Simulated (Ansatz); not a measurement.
`FC1O[SiH2][SiH2]1` + H₂S → `SC1O[SiH2][SiH2]1` + H–F  (substitution at a C–F bond)

Isolated molecules relaxed with PBE0-D4/def2-TZVP in Ansatz; ΔE leaves out vibrations. CCSD(T)/CBS is the MP2 limit (def2-TZVPP, def2-QZVPP) plus CCSD(T) − MP2 in def2-TZVPP, frozen cores. This one scheme is used for every species. Each species was taken in one conformer, which may not be the lowest.

```csv
species,HF/def2-QZVPP energy (Eh)
`FC1O[SiH2][SiH2]1`,-793.08210
H₂S,-398.71944
`SC1O[SiH2][SiH2]1`,-1091.72970
H–F,-100.07004
```

(1) Work out ΔE.

Largest T1 diagnostic among the species: 0.014.

## Answers

(1) ΔE = (-1091.72970) + (-100.07004) − (-793.08210) − (-398.71944) = 0.00180 Eh = +0.05 eV. CCSD(T)/CBS gives -0.28 eV.

The D4 term adds −0.12 eV with B3LYP and −0.07 eV with PBE0; it sums over pairs of atoms, weighted by their polarisabilities, and B3LYP, whose exchange is more repulsive, gets the larger term. In def2-TZVPP, CCSD(T) changes the Hartree–Fock value by −0.27 eV (the triples alone add −0.04 eV) and MP2 by −0.41 eV.

B3LYP here is the variant with VWN-RPA as its local correlation; programs differ in this.
